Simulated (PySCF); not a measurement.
## Trend along the chalcogens: MGe molecules

HF with triple-zeta basis sets in PySCF, for the lowest determinant that a PBE0 search found; no spin–orbit coupling. De refers to high-spin ground-configuration atoms. A positive dipole means M(−)Ge(+).

```csv
M,basis,reference,state (unpaired electrons),Re (Å),ωe (cm⁻¹),De (eV),μ (D)
O,def2-TZVPP,RHF,singlet (closed shell),1.594,1138,3.17,3.99
S,def2-TZVPP,RHF,singlet (closed shell),1.998,633,3.26,2.70
Se,x2c-TZVPPall,RHF,singlet (closed shell),2.119,441,2.74,2.48
Te,def2-TZVPPD,RHF,singlet (closed shell),2.325,354,2.14,1.85
```

The shortest bond is that of GeO (1.594 Å), the longest that of GeTe (2.325 Å).

The rows differ in basis set, which adds steps of its own.

Down a group the atoms grow and get heavier, so bonds lengthen and wavenumbers fall; this series shows no clear exception.

Spin–orbit coupling is left out, which matters for elements this heavy, above all for dissociation energies. Where the molecule has an RHF reference, its open-shell atoms are computed with UHF. Hartree–Fock leaves out correlation, which carries a large part of most bond energies and some tenths to 1 eV of ionisation energies.
